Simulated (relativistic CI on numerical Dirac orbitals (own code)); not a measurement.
**Hyperfine structure of Cs29+, mass number 134**

Calculated at this level of theory: Dirac-Coulomb-Breit CI, orbitals from a KLI potential per configuration, model QED, unscaled Slater integrals (own radial code, finite nucleus).

Configurations in the expansion (outside the closed core [Ne]): 3s2 3p6 3d8, 3s2 3p5 3d9, 3s2 3p4 3d10, 3s 3p6 3d9, 3p6 3d10, 3s 3p5 3d10, 3s2 3p6 3d7 4s, 3s2 3p6 3d7 4p, 3s2 3p6 3d7 4d, 3s2 3p4 3d9 4s, 3s2 3p6 3d7 4f, 3s2 3p5 3d8 4s, 3s2 3p4 3d9 4p, 3s2 3p5 3d8 4p, 3s2 3p4 3d9 4d, 3s2 3p6 3d6 4s2. Levels of other configurations are missing.

Nuclear spin I = 4, μ = 2.9893 μN, Q = 0.37 b (tables of Stone and Pyykkö). The electronic factors are computed for point nuclear moments, without core polarisation or the Bohr-Weisskopf and QED corrections.

| Level | E (eV) | A (MHz) | B (MHz) |
| --- | --- | --- | --- |
| 3s2 3p6 3d8 3F_4 | 0.000 | 9325 | -5570 |
| 3s2 3p6 3d8 1D_2 | 5.997 | 10070 | 4650 |
| 3s2 3p6 3d8 3F_3 | 13.939 | 13380 | -3370 |
| 3s2 3p6 3d8 3P_2 | 19.744 | 11440 | 836 |
| 3s2 3p6 3d8 3P_1 | 23.336 | -898.6 | -3360 |
| 3s2 3p6 3d8 1G_4 | 24.884 | 14610 | -18500 |
| 3s2 3p5 3d9 3F°_4 | 251.416 | 22970 | -53200 |
| 3s2 3p5 3d9 1D°_2 | 257.127 | 15320 | 27700 |

Levels with J = 0, under 50 % of one LS term, or S terms without an open s electron are left out. Small factors come from cancelling terms and can be off by tens of per cent or more.

At this charge energies of transitions that change n are usually good to better than 1 %, and those within a shell (Δn = 0) to a few per cent. Terms inside the open d or f shell come out 10 to 20 % too wide with unscaled integrals.

Q: Give the hyperfine levels of 3s2 3p6 3d8 3F_4 relative to its centre of gravity.

A: With K = F(F + 1) − I(I + 1) − J(J + 1), E = AK/2 + B[¾K(K + 1) − I(I + 1)J(J + 1)]/[2I(2I − 1)J(2J − 1)]: F = 0: -189200, F = 1: -179500, F = 2: -160100, F = 3: -131100, F = 4: -92840, F = 5: -45440, F = 6: 10730, F = 7: 75300, F = 8: 147800 MHz.

LS names give the leading component of a level, which can be under half, so a name can repeat, a term be missing and a line seem to break the LS rules.
